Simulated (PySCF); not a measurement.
WNCl3 (singlet state).
Cartesian coordinates in Å at the PBE0-D3(BJ)/def2-SVP level; atoms count from 1:
```xyz
5
Cl3NW angstrom
W      0.018   -0.021   -0.006
N      0.191   -0.024    1.636
Cl     2.139   -0.027   -0.795
Cl    -1.133    1.876   -0.446
Cl    -1.139   -1.914   -0.451
```

Computed with PBE0-D3(BJ)/def2-SVP geometry optimisation, gas phase, def2 core potentials past Kr in PySCF.

Masses are those of the commonest isotopes; rigid-rotor values at the optimised geometry. 

Question: What are A, B and C (GHz)?

Answer: Ia = 318.12, Ib = 319.96, Ic = 504.02 u·Å²; 505379 MHz·u·Å²/I gives 1589, 1580 and 1003 MHz, that is A = 1.5886, B = 1.5795, C = 1.0027 GHz.

Question: What kind of rotor is it?

Answer: An oblate symmetric top, as the point group C3v requires two equal moments; the computed ones differ by 0.58 % because the geometry is symmetric only within the optimiser's tolerance. Ray's parameter κ = (2B − A − C)/(A − C) = 0.969; −1 is the prolate and +1 the oblate limit.

Question: Is it planar, by Δ = Ic − Ia − Ib?

Answer: Not planar: Δ = Ic − Ia − Ib = -134.06 u·Å². For a rigid frame Δ = −2 Σ m c², so Σ m c² = 67.03 u·Å² lies off the ab plane. The atom farthest from that plane is 1.77 Å away.

Question: Give the other two planar moments, Paa and Pbb, and the rms extents of the mass along the axes.

Answer: Paa = Σ m a² = (Ib + Ic − Ia)/2 = 252.93 and Pbb = Σ m b² = (Ia + Ic − Ib)/2 = 251.09 u·Å². With the mass M = 302.86 u, the rms extents √(P/M) along a, b and c are 0.91, 0.91, 0.47 Å.

Question: Where do the R-branch lines fall?

Answer: The dipole of 1.91 D lies along the symmetry axis, so ΔK = 0 and J+1 ← J falls at 2B(J+1) for every K: 3.17 GHz, 6.34 GHz, 9.50 GHz, 12.67 GHz, 15.84 GHz for J = 0 to 4.

Stationary, but not proved a minimum. Zero-point vibration and centrifugal distortion are left out.

Time: 57 s wall; peak memory 0.39 GiB. Hardware: one thread of an Arm Neoverse V2, no GPU (shared host). These figures are those of the optimisation.
